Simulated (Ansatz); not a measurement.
Cl4OW, triplet, at a GFN2-xTB geometry (such geometries of metal compounds can be far from the true shape) (the multiplicity is a formal guess) (core potentials on W); B3LYP/def2-SVP (Ansatz, a program for electronic structure).

The Ansatz input:
Ansatz 0.2 input:
```yaml
crystal:
  periodic: [false, false, false]
  atoms:
    - {symbol: W, position_ang: [0.25704091, -0.07911421, -0.14061006]}
    - {symbol: O, position_ang: [1.67341971, -0.51505920, -0.91541710]}
    - {symbol: Cl, position_ang: [0.35727403, -0.50247166, 2.15030814]}
    - {symbol: Cl, position_ang: [-1.31046181, 0.79585182, -1.62888222]}
    - {symbol: Cl, position_ang: [-1.25259048, -1.85307778, -0.03267149]}
    - {symbol: Cl, position_ang: [0.29940269, 2.14645794, 0.55409741]}
basis:
  gaussian:
    orbitals: def2-SVP
hamiltonian:
  xc: b3lyp
magnetization: {spin_polarized: true, initial_magnetization: 2}
```

Problem. Predict the main parts of the log of this Ansatz run.

Solution. 
```
Functional definition: B3LYP
1085 factors; integrals over basis functions are off by at most 8.3e-4 eV
mean field evaluation 1: about -53944.6996 eV, gradient 4.5e1 eV
mean field evaluation 2: about -53805.6354 eV, gradient 1.6e2 eV
mean field evaluation 4: about -53951.8169 eV, gradient 9.9e0 eV
mean field evaluation 8: about -53952.4636 eV, gradient 7.5e-1 eV
mean field evaluation 16: about -53952.4673 eV, gradient 1.4e-3 eV
mean field evaluation 32: about -53951.6680 eV, gradient 5.0e0 eV
mean field -53952.46732393 eV, -1982.7166038587 hartree, gradient 2.6e-5 eV, S^2 2.006284; 3 other end points of the search recorded, 0 dependent functions left out
reference -53952.46763149 eV, -1982.7166151613 hartree; 46, 44 occupied and 72, 74 virtual orbitals, 1085 factors
Total energy: -53952.46763149 eV, -1982.7166151613 hartree
```
